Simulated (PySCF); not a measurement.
2,2,2-trifluoroacetaldehyde (C₂HF₃O), SMILES FC(F)(C=O)F.

Coordinates come from a PBE-D3(BJ)/def2-SVP optimisation.

Calculation: r2SCAN/def2-TZVP (PySCF).

Symmetry labels are those of the subgroup Cs that the program uses (full group Cs).

Computed valence orbital energies around the gap with their symmetry:
```csv
orbital,symmetry,energy (eV)
HOMO−7,A",-12.27
HOMO−6,A',-12.23
HOMO−5,A",-11.63
HOMO−4,A',-11.24
HOMO−3,A',-10.97
HOMO−2,A",-10.87
HOMO−1,A",-10.74
HOMO,A',-7.44
LUMO,A",-3.26
LUMO+1,A',1.45
LUMO+2,A',2.01
LUMO+3,A',2.83
```
